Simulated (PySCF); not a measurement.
How methods differ on the excitation energy of Zr

Zr [Kr] 4d2 5s2 (3F) → Zr [Kr] 4d4 (5D), as a difference of total energies. Computed with PySCF 2.14 in aug-cc-pVTZ-PP with one added diffuse shell each of s, p, d, f, g type with ECP28MDF (7s7p6d4f3g, 113 functions), with scalar relativity through the core potential. Correlated levels: valence: 4s2 4p6 frozen. The calculations carry no spin-orbit coupling.

| method | excitation energy (eV) |
| --- | --- |
| UHF | 2.487 |
| LDA | 2.034 |
| PBE | 1.921 |
| PBE0 | 2.001 |
| r2SCAN | 2.008 |
| wB97X | 3.044 |
| MP2 (valence) | 2.700 |
| SCS-MP2 (valence) | 3.373 |

Q: Estimate what BP86 gives.

A: 2.048 eV, closest to LDA among the rows shown.

Q: Estimate what MN15 gives.

A: 2.630 eV, closest to MP2 (valence) among the rows shown.
